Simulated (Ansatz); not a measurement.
The cluster B₉, relaxed as a quartet with UKS PBE-D4/def2-SVP in Ansatz, starting from the PBE-D4/def2-SVP geometry of the neutral doublet. Force threshold 0.02 eV/Å.

The relaxation made no stability test and no search for a lower SCF solution. At PBE-D4/def2-SVP a doublet of charge 0 lies 0.50 eV below the quartet, each at its own geometry. The structure comes from a short search, and lower isomers may exist.

Start:

Cartesian coordinates in Å:
```
B -1.3346 0.0587 -1.6167
B 0.3992 1.9029 -0.1755
B -0.6227 1.3672 -1.2144
B 1.3098 -0.0713 1.5921
B 1.2189 1.3362 1.0004
B -0.4107 -1.8857 0.1550
B -1.2454 -1.3512 -1.0264
B 0.0713 0.0376 0.0727
B 0.6142 -1.3944 1.2129
```

| step | energy (eV) | largest force component (eV/Å) | SCF passes |
| --- | --- | --- | --- |
| 1 | -6062.1156 | 1.754 | 30 |
| 2 | -6062.2427 | 0.483 | 43 |
| 3 | -6062.2959 | 0.365 | 34 |
| 4 | -6062.3602 | 0.878 | 41 |
| 5 (rejected) | -6062.2887 | 1.831 | 36 |
| 6 | -6062.4735 | 0.992 | 36 |
| 7 | -6062.6497 | 1.223 | 30 |
| 8 | -6062.8866 | 1.058 | 30 |
| 9 | -6063.0828 | 1.088 | 29 |
| 10 | -6063.3186 | 0.489 | 29 |
| 11 | -6063.4950 | 0.596 | 32 |
| 12 | -6063.5738 | 0.777 | 48 |
| 13 | -6063.7040 | 1.197 | 39 |
| 14 | -6063.7841 | 0.769 | 32 |
| 15 | -6063.8823 | 0.578 | 31 |
| 16 | -6063.9455 | 0.567 | 32 |
| 17 | -6063.9719 | 0.113 | 29 |
| 18 | -6063.9769 | 0.044 | 24 |
| 19 | -6063.9777 | 0.006 | 26 |

Force components are those of the run's own axes.

End:

Cartesian coordinates in Å:
```
B -1.046 -0.242 -1.130
B 0.464 1.984 -0.182
B -0.566 1.277 -1.125
B 1.319 -0.070 1.562
B 1.283 1.380 0.995
B -0.537 -1.461 -0.098
B -1.630 -1.749 -1.260
B 0.195 0.209 0.150
B 0.519 -1.328 1.088
```

Bonds formed: B1–B6, B1–B8 (atoms count from 1).

No frequencies were taken in this run, so the end may be a saddle point.

Hardware: 4 threads of Arm Neoverse V2 on a shared host. Wall time 34 s.
